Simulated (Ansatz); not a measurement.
Geometry optimisation, RKS PBE0-D4/def2-SVP in Ansatz 0.2.0.

Input:

```yaml
crystal:
  periodic: [false, false, false]
  atoms:
    - { symbol: Ge, position_ang: [0.0, 0.0, 0.0] }
    - { symbol: O, position_ang: [1.1168, 0.0, 1.6228] }
    - { symbol: H, position_ang: [0.2072, -0.2814, 1.96] }
    - { symbol: H, position_ang: [1.7092, 0.0, 0.376] }
    - { symbol: O, position_ang: [-0.8337, 1.4443, -0.5894] }
    - { symbol: H, position_ang: [-1.7915, 1.2136, -0.8118] }
    - { symbol: H, position_ang: [-0.73, -1.2648, -0.5162] }
basis:
  gaussian: { orbitals: def2-SVP }
hamiltonian:
  xc: pbe0
  dispersion: d4
relax:
  f_tol: 0.15
  max_steps: 25
  restrain:
    - { distance: [1, 3], at: 1.01, k: 30.0 }
    - { distance: [0, 1], at: 2.97, k: 30.0 }
    - { distance: [0, 3], at: 2.75, k: 30.0 }
output:
  orbitals: {}
```

Command:

```bash
$ ansatz run input.yaml --threads 1 --pin off --max-ram 2048MiB --backend cpu --events-out ev --progress --plain --runs-dir out
```

Task: Where does it end, and by what steps?

Result: It converged. The restraints hold the end off the free minimum; the threshold counts their pulls, which the force column leaves out. Restrained pairs: O2–H4 (1.38 → 0.98 Å), Ge1–O2 (1.97 → 2.95 Å), Ge1–H4 (1.75 → 2.76 Å). After 10 steps the energy has fallen by 3.574 eV (the restraints' own energy left out); Ge1 moved furthest, 0.96 Å.

```
step  energy less start (eV)  largest force component (eV/Å)  accepted
   0                  0.0000                           5.179       yes
   1                  0.9985                           8.130       yes
   2                  1.3864                           8.912       yes
   3                  0.1380                           8.022       yes
   4                 -1.8288                           4.711       yes
   5                 -2.8521                           1.729       yes
   6                 -3.1582                           1.985       yes
   7                 -3.3077                           2.037       yes
   8                 -3.5094                           0.918       yes
   9                 -3.5650                           1.039       yes
  10                 -3.5744                           0.983       yes
```

```xyz
7
Properties=species:S:1:pos:R:3
Ge -0.011 0.002 -0.955
O 1.115 0.142 1.773
H 0.855 -0.766 1.974
H 1.824 0.032 1.101
O -1.099 1.414 -1.033
H -1.957 1.280 -0.616
H -1.049 -0.993 -0.202
```

The run took 30 s on 1 thread of Arm Neoverse V1, with other jobs on the host, peak memory 0.14 GiB.
